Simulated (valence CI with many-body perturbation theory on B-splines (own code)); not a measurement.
The numbers below are computed, except where a source is named.
# Lu⁴⁸⁺ in three bases

Level of theory: valence CI with perturbative core correlation (CI+MBPT): five valence electrons over a frozen Dirac-Fock core [Ar], radial functions for each j: 7 s, 7 p, 8 d, 6 f, 4 g, 1 h, with the one-electron correlation potential Σ1, the two-electron term Σ2, the three-electron term Σ3, Breit, model QED; selected CI, second order for the rest, scaled by the run's own slope (own B-spline code, finite nucleus).

The last digits are not significant, and no measured levels were compared; by estimate large intervals hold to a few tenths of a per cent, small ones and those within an open d or f shell to about a per cent. Among the levels kept, up to 550 cm⁻¹ of a level comes from second order outside the variational space, and about a tenth of that is noise between levels of different J, which matters for small intervals. Only levels of the ground parity were solved; by the run's estimate the other parity begins above the list, which can be wrong where configurations are misplaced.

The reference run has the lowest level (3d3/2^4 3d5/2) J=5/2 and an ionisation energy of 4210.37 eV. Its largest variational space holds 19996 state functions.

Levels are named by their leading jj configuration (3d3/2^4 stands for four electrons in 3d with j = 3/2), which in mixed levels can hold well under half, so a name can repeat and another be missing. Letters in brackets count levels of one name in rising energy.

Changed runs:
A. basis 6 s, 6 p, 5 d, 5 f, 1 g
B. basis 5 s, 5 p, 4 d, 4 f

Excitation energies of the reference run in cm⁻¹, and shifts in cm⁻¹:

| Level | Reference | A | B |
| --- | --- | --- | --- |
| (3d3/2^3 3d5/2^2) J=5/2 [a] | 373549 | -260 | -536 |
| (3d3/2^3 3d5/2^2) J=7/2 [a] | 464378 | -49 | +278 |
| (3d3/2^3 3d5/2^2) J=11/2 | 475128 | +7.3 | +302 |
| (3d3/2^3 3d5/2^2) J=3/2 [a] | 477531 | -75 | +185 |
| (3d3/2^3 3d5/2^2) J=9/2 | 515974 | +13 | +647 |
| (3d3/2^3 3d5/2^2) J=5/2 [b] | 542804 | +29 | +863 |
| (3d3/2^3 3d5/2^2) J=1/2 | 567006 | -26 | +716 |
| (3d3/2^3 3d5/2^2) J=7/2 [b] | 578682 | +109 | +1054 |
| (3d3/2^3 3d5/2^2) J=3/2 [b] | 701789 | +188 | +1304 |
| (3d3/2^2 3d5/2^3) J=5/2 [a] | 831048 | -259 | -401 |
| (3d3/2^2 3d5/2^3) J=7/2 [a] | 895809 | -196 | +127 |
| (3d3/2^2 3d5/2^3) J=11/2 | 900090 | -121 | +121 |
| Ionisation energy (eV) | 4210.37 | -0.11 | -0.21 |
